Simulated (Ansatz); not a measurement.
Cost and result for the atomization energy of `B[SiH](C)C` (13 atoms, 12 bonds).

Z-matrix (Å, degrees):
```
Si
C 1 1.879
C 1 1.879 2 110.5
B 1 2.009 2 113.7 3 129.2
H 1 1.503 2 108.3 3 -118.4
H 2 1.092 1 110.9 3 177.5
H 2 1.093 1 110.9 3 -62.7
H 2 1.093 1 111.1 3 57.1
H 3 1.093 1 110.9 2 62.7
H 3 1.093 1 111.1 2 -57.2
H 3 1.092 1 110.9 2 -177.5
H 4 1.198 1 121.7 2 -156.0
H 4 1.198 1 121.7 2 28.0
```

The species carries charge 0 and has multiplicity 1. Geometry: relaxed with PBE0-D4/def2-TZVP. Program: Ansatz. All runs use 4 threads of an Intel Xeon Platinum 8375C on a shared host. Times are those of one run each, without the atoms' runs, and a repeat can differ threefold. Electronic energies, without spin–orbit coupling; frozen cores. CCSD(T)/CBS adds CCSD(T) − MP2 in def2-TZVPP to the MP2 limit, and its time is that of the two runs behind it. T1 = 0.010. B3LYP takes the VWN-RPA correlation (the form of Gaussian; ORCA's B3LYP/G).

CCSD(T)/CBS is a level of theory with its own doubt, some kJ/mol a heavy atom from the limit and from the frozen cores, so smaller differences don't rank the functionals.

| level | functions | wall time | atomization (kcal/mol) | difference from CCSD(T)/CBS | per bond |
| --- | --- | --- | --- | --- | --- |
| PBE-D4/def2-TZVPP (with forces) | 261 | 1.7 s | 1102.5 | 7.9 | 0.7 |
| PBE0-D4/def2-TZVPP | 261 | 1.8 s | 1097.3 | 2.7 | 0.2 |
| r2SCAN-D4/def2-TZVPP (with forces) | 261 | 2.6 s | 1099.9 | 5.3 | 0.4 |
| B3LYP-D4/def2-TZVPP (with forces) | 261 | 2.9 s | 1099.3 | 4.7 | 0.4 |
| B2PLYP/def2-TZVPP | 261 | 3.4 s | 1086.1 | -8.5 | -0.7 |
| ωB97X-V/def2-TZVPP | 261 | 4.4 s | 1100.3 | 5.7 | 0.5 |
| ωB97M-V/def2-TZVPP (with forces) | 261 | 6.5 s | 1099.4 | 4.8 | 0.4 |
| MP2/def2-QZVPP | 511 | 15 s | 1087.3 | -7.3 | -0.6 |
| CCSD(T)/def2-TZVPP | 261 | 44 s | 1072.3 | -22.3 | -1.9 |
| CCSD(T)/CBS(def2) | – | 59 s | 1094.6 | 0.0 | 0.0 |

In def2-TZVPP, CCSD(T) changes the Hartree–Fock value by +220.0 kcal/mol (the triples alone add +9.6 kcal/mol) and MP2 by +221.9 kcal/mol; breaking electron pairs costs correlation energy, which Hartree–Fock lacks. The D4 term adds +8.7 kcal/mol with B3LYP and +4.6 kcal/mol with PBE0; it sums over pairs of atoms, weighted by their polarisabilities, and B3LYP, whose exchange is more repulsive, gets the larger term. From PBE to PBE0 (25 % exact exchange), in def2-TZVPP and without D4, the atomization energy moves by −4.4 kcal/mol: exact exchange takes away binding that semilocal exchange gives to molecules.
